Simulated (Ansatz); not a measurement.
`C#[C][InH2]` + H–F → `[F][InH2]` + `C#C` at 600 K and 1 bar (ligand exchange at the In–C bond).

Computed with Ansatz on PBE0-D4/def2-TZVP structures; ΔE is electronic, products minus reactants. CCSD(T)/CBS adds triple-zeta CCSD(T) − MP2 to the extrapolated MP2 energy (def2 sets, frozen cores). This one scheme is used for every species. Elements past krypton have def2 core potentials. For In outer-core shells are correlated without core-valence functions, which leaves a few kJ/mol of doubt a bond.

```csv
species,CCSD(T)/CBS energy (Eh),H − E (kJ/mol),S (J/(mol·K))
`C#[C][InH2]`,-267.62648,121.0,358.1
H–F,-100.39570,42.3,194.0
`[F][InH2]`,-290.81142,65.6,306.8
`C#C`,-77.22717,96.2,235.4
```

H − E and S are ideal-gas, rigid-rotor, harmonic terms from PBE0-D4/def2-TZVP. 1 Eh = 2625.50 kJ/mol, R = 8.31446 J/(mol·K).

Problem. By hand: ΔE, ΔH, ΔS and ΔG.

Solution. ΔE = (-290.81142) + (-77.22717) − (-267.62648) − (-100.39570) = -0.01641 Eh = -43.1 kJ/mol. Δ(H − E) = 65.6 + 96.2 − 121.0 − 42.3 = -1.5, so ΔH = -44.6 kJ/mol. ΔS = 306.8 + 235.4 − 358.1 − 194.0 = -9.9 J/(mol·K). ΔG = -44.6 − 600 × (-9.9)/1000 = -38.7 kJ/mol.

Problem. By hand: the equilibrium constant, and the temperature at which ΔG would vanish if ΔH and ΔS stayed fixed.

Solution. log₁₀ K = −ΔG/(RT ln 10) = 3.4. ΔG = 0 at ΔH/ΔS = 4505 K, far beyond where these terms or the molecules hold.

The number of gas molecules stays the same, so ΔS is small and ΔH decides. A doubt of 5 kJ/mol in ΔE shifts log₁₀ K by 0.4 here. These are equilibria of isolated gas molecules and say nothing of rates. Largest T1 diagnostic: 0.016 (customary marks: 0.02 for closed shells, 0.045 for open ones).
